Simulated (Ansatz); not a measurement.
Consider the ligand exchange at the Al–S bond: `[AlH2][S][AlH2]` + `O[SiH](O)O` → `O[SiH](O)[O][AlH2]` + `[AlH2][SH]`.

Calculated with Ansatz (gas phase, PBE0-D4/def2-TZVP geometries, no zero-point term in ΔE). CBS: MP2 limit from def2 TZ/QZ plus the TZ coupled-cluster correction, frozen cores. This one scheme is used for every species. Functionals use def2-TZVPP. B3LYP here is the variant with VWN-RPA as its local correlation; programs differ in this. One conformer a species, not always the lowest.

Task: Is it downhill or uphill in electronic energy at CCSD(T)/CBS, and by how much? (Best estimate.)

Result: Computed: Downhill: ΔE = -37.9 kJ/mol.

Task: What do these levels give: PBE-D4, PBE0-D4, ωB97X-V, B2PLYP, r2SCAN, B3LYP, MP2/def2-TZVPP, HF/def2-QZVPP, MP2/def2-QZVPP, SCS-MP2/def2-QZVPP, HF/CBS(def2), CCSD/CBS(def2)? (Estimate.)

Result: Computed: PBE-D4 -29.1, PBE0-D4 -29.6, ωB97X-V -39.9, B2PLYP -44.6, r2SCAN -36.4, B3LYP -46.0, MP2/def2-TZVPP -38.9, HF/def2-QZVPP -52.9, MP2/def2-QZVPP -37.8, SCS-MP2/def2-QZVPP -42.9, HF/CBS(def2) -53.2, CCSD/CBS(def2) -40.6 kJ/mol.

Largest T1 diagnostic among the species: 0.012.

In def2-TZVPP, CCSD(T) changes the Hartree–Fock value by +9.3 kJ/mol (the triples alone add +2.7 kJ/mol) and MP2 by +11.7 kJ/mol.
